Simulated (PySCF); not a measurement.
## InCl: energy against distance

Set-up: In cc-pVTZ-PP with ECP28, Cl cc-pV(T+d)Z; scalar-relativistic core potentials (PySCF 2.14). Energies in eV from In + Cl in their ground configurations at the same level. State: ¹Σ⁺ (singlet), closed shell.

All columns are PBE0. A positive dipole means In(−)Cl(+).

```
R (Å)  E (eV)  μ (D)  Mulliken charge on In (basis-dependent)  HOMO (eV)  LUMO (eV)  Mayer bond order  ⟨S²⟩
2.087  -3.676  -1.06                                     0.22      -6.69      -1.38              1.27  0.00
2.184  -4.174  -1.76                                     0.29      -6.89      -1.50              1.17  0.00
2.281  -4.439  -2.47                                     0.34      -7.07      -1.63              1.09  0.00
2.354  -4.529  -3.00                                     0.38      -7.18      -1.72              1.04  0.00
2.427  -4.553  -3.53                                     0.42      -7.27      -1.81              0.99  0.00
2.500  -4.527  -4.06                                     0.45      -7.34      -1.91              0.94  0.00
2.597  -4.436  -4.75                                     0.48      -7.38      -2.03              0.89  0.00
2.718  -4.263  -5.59                                     0.52      -7.36      -2.18              0.84  0.00
2.864  -4.008  -6.56                                     0.56      -7.13      -2.36              0.78  0.00
3.058  -3.637  -7.81                                     0.59      -6.74      -2.58              0.73  0.00
```

A fit through these points gives, at Re = 2.421 Å, μ = -3.49 D and dμ/dR = -7.26 D/Å; the reduced mass is 26.81 u.

How strong is the fundamental in the double-harmonic approximation, I = 42.26·(dμ/dR)²/μred km/mol?

I = 42.26·(-7.26)²/26.81 = 83.1 km/mol at PBE0.

Spin–orbit coupling is left out, which matters for elements this heavy, above all for dissociation energies.
